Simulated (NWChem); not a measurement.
# CH₄O₂Ti; SMILES [CH3][Ti](=[O])[OH]

```xyz
8

Ti     0.0990    -0.0975    -0.2879
O      1.5888    -0.2193     0.3145
O     -0.9599    -1.4697     0.2460
H     -0.6836    -2.2044     0.8220
C     -0.6843     1.7890     0.2346
H     -1.7013     1.9496    -0.1879
H     -0.0170     2.6186    -0.0864
H     -0.7658     1.8497     1.3419
```
Atoms are numbered in this order, from 1.

Level: PBE-D3(BJ)/def2-SVP (NWChem), optimised geometry, unscaled harmonic frequencies. 

**Question.** List the harmonic frequencies with IR intensities, and the thermochemistry.

**Answer.** 
```
frequency (cm⁻¹)  IR intensity (km/mol)
----------------  ---------------------
84                                  0.5
136                                 9.7
177                                 5.1
234                                15.8
425                                27.2
471                                77.8
531                               132.0
552                                11.3
570                               117.0
760                               118.0
1068                              151.4
1098                               28.0
1345                                5.6
1358                                4.0
2942                                2.8
3045                               11.5
3048                                8.0
3763                              134.4
```

```yaml
zero_point_energy: 30.9 kcal/mol
thermal correction to the enthalpy at 298.15 K (with zero-point energy): 35.6 kcal/mol
heat capacity Cv: 21.2 cal/(mol K)
entropy at 298.15 K and 1 atm (symmetry number 1): 79.5 cal/(mol K)
dipole_moment: 2.95 D
```

Rigid rotor and harmonic oscillator; modes under 100 cm⁻¹ make the entropy uncertain.
